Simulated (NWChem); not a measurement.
Molecule: C₂H₃ClCuN; SMILES CC#[N]->[Cu][Cl]

Program: NWChem. The geometry was optimised at PBE-D3(BJ)/def2-SVP. Not confirmed as a minimum by frequencies. Level r2SCAN/def2-SVP: energy and gradient on several grids; changes count from the extra-fine grid, which is no exact limit either.

Q: Which is the coarsest grid (xfine; fine; coarse; xcoarse; medium) from which on the energy stays within 50 μHa and each gradient component within 100 μHa/bohr of xfine?

A: fine.
| grid | size of the energy change (μHa) | largest change of a gradient component (μHa/bohr) | time, medium = 1 (rough) |
|---|---|---|---|
| xcoarse | 1000 | 10000 | about 1 |
| coarse | 200 | 700 | about 1 |
| medium | 200 | 200 | about 1 |
| fine | 20 | 40 | about 1 |
| xfine | < 10 | < 30 | 2 |
